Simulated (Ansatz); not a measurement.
Gas-phase electronic energies from Ansatz, PBE0-D4/def2-TZVP geometries. CCSD(T)/CBS is the MP2 limit (def2-TZVPP, def2-QZVPP) plus CCSD(T) − MP2 in def2-TZVPP, frozen cores. DFT in def2-TZVPP. Elements past krypton have def2 core potentials. For Ga, I outer-core shells are correlated without core-valence functions, which leaves a few kJ/mol of doubt a bond. Scalar relativity is left out up to krypton.

Consider the redistribution: `I[SiH]1C=CN1` + `[CH3][GaH][F]` → `C1=C[SiH2]N1` + `[CH3][Ga]([F])[I]`.

Task: Is it downhill or uphill in electronic energy at CCSD(T)/CBS, and by how much? (Estimate.)

Result: Computed: Downhill: ΔE = -9.5 kcal/mol.

Task: What do these levels give: r2SCAN-D4, PBE0-D4, ωB97M-V, r2SCAN, HF/CBS(def2), CCSD/CBS(def2)? (An estimate is asked.)

Result: The calculation gave: r2SCAN-D4 -9.6, PBE0-D4 -9.3, ωB97M-V -9.1, r2SCAN -9.8, HF/CBS(def2) -12.8, CCSD/CBS(def2) -9.8 kcal/mol.

Largest T1 diagnostic among the species: 0.013.

The D4 term adds +0.9 kcal/mol with B3LYP and +0.5 kcal/mol with PBE0; it sums over pairs of atoms, weighted by their polarisabilities, and B3LYP, whose exchange is more repulsive, gets the larger term. In def2-TZVPP, CCSD(T) changes the Hartree–Fock value by +2.5 kcal/mol (the triples alone add +0.3 kcal/mol) and MP2 by +3.1 kcal/mol.

B3LYP here is the variant with VWN-RPA as its local correlation; programs differ in this.
